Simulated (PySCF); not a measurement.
**Beryllium: a sound run and one with changed settings**

Sound run: Be²⁺ 1s2, Be³⁺ 1s1. Calculation: PySCF 2.14, in cc-pVTZ (4s3p2d1f, 30 functions); the non-relativistic Hamiltonian (point nucleus). The sound run starts from symmetry-adapted Hartree-Fock orbitals and uses a fine grid where one is needed.

Changed run: initial guess sap, at most 3 SCF cycles. This setting is unsound on purpose.

| species | method | sound run (hartree) | changed run (hartree) | converged |
| --- | --- | --- | --- | --- |
| Be²⁺ | UHF | -13.61116 | -13.61116 | no |
| Be²⁺ | PBE | -13.61860 | -13.61860 | no |
| Be²⁺ | M06-L | -13.68593 | -13.68593 | no |
| Be³⁺ | UHF | -7.97931 | -7.97931 | yes |
| Be³⁺ | PBE | -7.96101 | -7.96101 | no |
| Be³⁺ | M06-L | -7.99330 | -7.99330 | no |

The SCF was stopped early; the energies are upper bounds that still move, and correlated levels were skipped or rest on poor orbitals.
